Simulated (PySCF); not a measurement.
C₄H₂BrF, SMILES F/C=C(\C#C)Br. Geometry: PBE0-D3(BJ)/def2-SVP. The structure was generated by enumeration; whether it is a known compound was not checked.

These are PBE0-D3(BJ)/def2-SVP (PySCF 2.14.0) values and carry that method's errors.

Harmonic wavenumbers (cm⁻¹): 129, 214, 232, 286, 379, 451, 593, 668, 724, 779, 872, 1047, 1237, 1355, 1729, 2236, 3247, 3488. Rotational constants (GHz): 3.440, 1.475, 1.032; symmetry number 1.

Q: Work out the zero-point energy and the ideal-gas rigid-rotor harmonic-oscillator thermochemistry at 298.15 K and 1 atm.

A: ZPE = ½ Σ hcν = ½ × 19665 cm⁻¹ = 117.62 kJ/mol. H − E(el) = 136.36 kJ/mol. Entropy in J/(mol K): translation 171.15, rotation 119.28, vibration 49.26, total 339.69. G − E(el) = 35.08 kJ/mol. Cp = 94.89 J/(mol K). Modes under 150 cm⁻¹ make the vibrational entropy uncertain.
